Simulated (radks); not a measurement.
Values are calculated unless marked as measured or tabulated.
Neutral cerium: order these configurations by energy. Level of theory: scalar-relativistic Kohn-Sham, BLYP, spin-polarised, spherical densities, finite nucleus; Fermi nuclear charge, rms radius of each element as measured or else 0.836 A^(1/3) + 0.57 fm (a radial shooting solver on a logarithmic mesh with Libxc functionals). Open shells are filled with parallel spins first. [Xe] 4f1 5d1 6s1 6p1; [Xe] 4f1 5d1 6s2; [Xe] 4f1 5d2 6s1; [Xe] 4f1 6s2 6p1; [Xe] 4f2 6s1 6p1; [Xe] 4f2 6s2.

Answer. From the lowest, in eV above it: [Xe] 4f2 6s2 0.000; [Xe] 4f1 5d1 6s2 0.473; [Xe] 4f1 5d2 6s1 0.777; [Xe] 4f2 6s1 6p1 1.871; [Xe] 4f1 5d1 6s1 6p1 2.432; [Xe] 4f1 6s2 6p1 2.851.
